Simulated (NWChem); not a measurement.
System: C$_{4}$H$_{10}$N, doublet; SMILES C[CH]NCC

The following NWChem deck was run.

```
start job
memory heap 200 mb stack 900 mb global 1100 mb
geometry units angstroms noautoz
  C     -0.252227     2.386356    -0.143511
  C     -0.155232     1.011333     0.411865
  N      0.585100     0.068615    -0.288450
  C      0.589894    -1.307493     0.148649
  C     -0.716651    -2.061040    -0.072578
  H      0.718181     2.927364    -0.149298
  H     -0.612316     2.379135    -1.188659
  H     -0.960143     2.994584     0.438319
  H     -0.149716     0.872100     1.499121
  H      0.540535     0.176046    -1.297983
  H      0.844819    -1.313864     1.222520
  H      1.417836    -1.828628    -0.361043
  H     -0.652406    -3.091462     0.310918
  H     -0.965911    -2.116203    -1.144709
  H     -1.547326    -1.551167     0.438773
end
basis spherical
  * library def2-svpd
end
dft
  odft
  mult 2
  xc xpbe96 cpbe96
  iterations 150
  semidirect filesize 400000000
  mulliken
end
task dft energy
```

All runs use the structure optimised with PBE0/def2-SVP, spin-unrestricted. No frequency run checked for a minimum. No stability test was run on the SCF state.

Q: Give the results of this calculation. (PBE/def2-SVPD, spin-unrestricted.) Quantities: basis functions; energy (Ha); highest occupied level (eV); lowest empty minus highest occupied level, either spin (eV); dipole (D); <S²>.

A: The number of basis functions is 180 and the energy (Ha) comes out as -212.71. The highest occupied level (eV) comes out as -2.69 and the lowest empty minus highest occupied level, either spin (eV) is 1.48. The dipole (D) is 1.00 and the <S²> comes out as 0.753.
